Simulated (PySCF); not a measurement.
Geometry:
| atom | x (Å) | y (Å) | z (Å) |
| --- | --- | --- | --- |
| C1 | 2.698 | 0.262 | 0.024 |
| C2 | 1.751 | -0.881 | -0.150 |
| O3 | 2.055 | -2.045 | -0.248 |
| O4 | 0.465 | -0.503 | -0.195 |
| Si5 | -0.651 | -1.781 | -0.421 |
| N6 | -2.174 | -0.894 | -0.430 |
| C7 | -2.352 | 0.473 | -0.331 |
| C8 | -3.696 | 0.749 | -0.392 |
| C9 | -4.377 | -0.495 | -0.533 |
| C10 | -3.419 | -1.479 | -0.553 |
| H11 | 2.443 | 0.817 | 0.939 |
| H12 | 2.587 | 0.960 | -0.819 |
| H13 | 3.727 | -0.109 | 0.076 |
| H14 | -0.438 | -2.448 | -1.727 |
| H15 | -0.630 | -2.730 | 0.718 |
| H16 | -1.495 | 1.133 | -0.225 |
| H17 | -4.146 | 1.739 | -0.339 |
| H18 | -5.452 | -0.650 | -0.610 |
| H19 | -3.527 | -2.559 | -0.646 |

How the numbers were obtained: geometry from PBE0-D3(BJ)/def2-SVP, KT2/pcSseg-1 with gauge-including orbitals, in PySCF 2.14.0 with density-fitted response routines (single conformer, relativity neglected, isolated molecule, fast rotation and ring inversion assumed for equivalent nuclei).

Question: Predict the 2D correlation tables (HSQC, COSY, HMBC).

Answer: 

HSQC (one-bond C–H):
```
                δH              δC
    6.70 (H16/H19)  114.9 (C7/C10)
    6.40 (H17/H18)   108.4 (C8/C9)
2.17 (H11/H12/H13)       20.7 (C1)
```

COSY cross peaks (H two or three bonds apart, from the bond graph; peaks can be absent where the dihedral angle is near 90°):
```
            δH              δH
6.70 (H16/H19)  6.40 (H17/H18)
```

HMBC (two and three bonds, from the bond graph):
```
                δH                             δC
    6.70 (H16/H19)  114.9 (C7/C10), 108.4 (C8/C9)
    6.40 (H17/H18)  114.9 (C7/C10), 108.4 (C8/C9)
    5.83 (H14/H15)     166.6 (C2), 114.9 (C7/C10)
2.17 (H11/H12/H13)                     166.6 (C2)
```

Shifts are taken against calculated references (same method and geometry level): 1H (σref 31.18), 13C (σref 183.22) against TMS.

Shifts are as computed. Against solution values, carbons near 30 ppm lie about +2 ppm off and those near 130 ppm about -5 ppm. Of 1211 compounds with measured shifts, 218 miss one by over three times the rms of a fit or turn the order of signals round; such compounds aren't used in these exercises.
